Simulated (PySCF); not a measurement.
SCF from a fresh guess for singlet SSe₂, at the PBE0 minimum. PySCF input:

```python
from pyscf import gto, scf, dft
mol = gto.M(atom='''
S      0.884720    -0.000000    -0.000000
Se    -0.176970    -1.770230     0.000000
Se    -0.176970     1.770230     0.000000''',
    basis={'S': 'def2-TZVP', 'Se': 'def2-TZVP'},
    charge=0, spin=0)
mf = dft.RKS(mol, xc='PBE0')
mf.grids.atom_grid = (50, 194)
aux = {'S': 'def2-universal-JKFIT', 'Se': 'def2-universal-JKFIT'}
mf = mf.density_fit(auxbasis=aux)
mf.conv_tol = 1e-08
mf.diis_space = 10
mf.max_cycle = 60
mf.init_guess = 'minao'
mf.verbose = 4
mf.kernel()
```

Excerpt of the output (cycles and frontier levels):

```
init E= -5199.24408028125
  HOMO = -0.259286588247345  LUMO = -0.196180161965831  gap/eV = 1.71721
cycle= 1 E= -5200.58648852542  delta_E= -1.34  |g|= 0.421  |ddm|= 2.18
  HOMO = -0.261091270996809  LUMO = -0.178240992442682  gap/eV = 2.25447
cycle= 2 E= -5200.56348380094  delta_E= 0.023  |g|= 0.431  |ddm|= 0.514
  HOMO = -0.259429963322682  LUMO = -0.157400625088172  gap/eV = 2.77636
cycle= 3 E= -5200.59390075127  delta_E= -0.0304  |g|= 0.21  |ddm|= 0.463
  HOMO = -0.260256953195025  LUMO = -0.163128038864897  gap/eV = 2.64301
cycle= 4 E= -5200.60590568687  delta_E= -0.012  |g|= 0.0104  |ddm|= 0.162
  HOMO = -0.262553078945878  LUMO = -0.164271284920915  gap/eV = 2.67438
cycle= 5 E= -5200.60592461019  delta_E= -1.89e-05  |g|= 0.00361  |ddm|= 0.0137
  HOMO = -0.262000862105532  LUMO = -0.163796955611389  gap/eV = 2.67226
cycle= 6 E= -5200.60592779138  delta_E= -3.18e-06  |g|= 0.000774  |ddm|= 0.00458
  HOMO = -0.262010998982714  LUMO = -0.163783921223995  gap/eV = 2.67289
cycle= 7 E= -5200.60592795943  delta_E= -1.68e-07  |g|= 0.000161  |ddm|= 0.000749
  HOMO = -0.262009481174578  LUMO = -0.16378410318028  gap/eV = 2.67285
cycle= 8 E= -5200.60592796833  delta_E= -8.91e-09  |g|= 4.5e-05  |ddm|= 0.000238
  HOMO = -0.262017715286854  LUMO = -0.163789724551723  gap/eV = 2.67292
Extra cycle  E= -5200.60592796834  delta_E= -3.64e-12  |g|= 5.65e-05  |ddm|= 0.000112
converged SCF energy = -5200.60592796834
```

No lower solution of this spin was found by a stability analysis within the restricted form, which does not test spin polarisation.

At the minimum of this search the closed-shell solution is unstable towards spin polarisation, so a lower open-shell solution exists.

The search for the lowest solution, with the stability check, took 8.4 s on 4 threads of a shared Arm Neoverse V1 host, with 133 basis functions; the process peaked at 0.39 GiB.
